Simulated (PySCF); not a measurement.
Gas-phase XPS of (BeS)4 cube, computed

(BeS)4 cube, Be4S4.
Cartesian coordinates in Å at the PBE0-D3(BJ)/def2-SVP level; atoms count from 1:
```xyz
8
Be4S4 angstrom
Be     0.691   -1.232    0.202
S      1.512   -0.169   -1.372
Be    -0.548    0.027   -1.318
S     -1.307   -1.560   -0.228
Be    -1.053    0.118    0.956
S      0.787   -0.040    1.891
Be     0.910    1.087    0.159
S     -0.991    1.768   -0.292
```

The calculation used delta-SCF UKS SCAN, pcX-2 on the ionised atom, pcseg-1 elsewhere, spin-free X2C (PySCF 2.14.0). Vertical ΔSCF values, vacuum level as zero.

Task: What binding energy does each computed site have?

Result: 
| atom(s) | environment | level | binding energy (eV) | 2p1/2 (eV) | count |
| --- | --- | --- | --- | --- | --- |
| S2/S4/S6/S8 | sulfur bonded to 3 Be | S 1s | 2476.34 | – | 4 |
| S2/S4/S6/S8 | sulfur bonded to 3 Be | S 2p3/2 | 168.58 | 169.81 | 4 |
| Be1/Be3/Be5/Be7 | beryllium bonded to 3 S | Be 1s | 120.89 | – | 4 |

Task: Express the binding energy of S 1s of S2/S4/S6/S8 in atomic units and per mole.

Result: 2476.34 eV = 91.0038 Eh = 238930 kJ/mol.

The first atom of each set that the bonding makes equivalent was ionised and stands for the set. The 2p values aren't plain energy differences: one relaxed spin-free 2p hole is combined with a matrix within the shell (ground-state 2p orbital-energy differences and spin–orbit coupling). 2p3/2, the mean of its two sublevels, lies a third of the splitting below the shell's mean and 2p1/2 two thirds above it; the statistical areas are 2:1. 2p1/2 minus 2p3/2 (ligand field included): S 1.23 eV. One conformer (not necessarily the lowest) at the PBE0-D3(BJ)/def2-SVP geometry, without solvent, vibrations or thermal averaging.
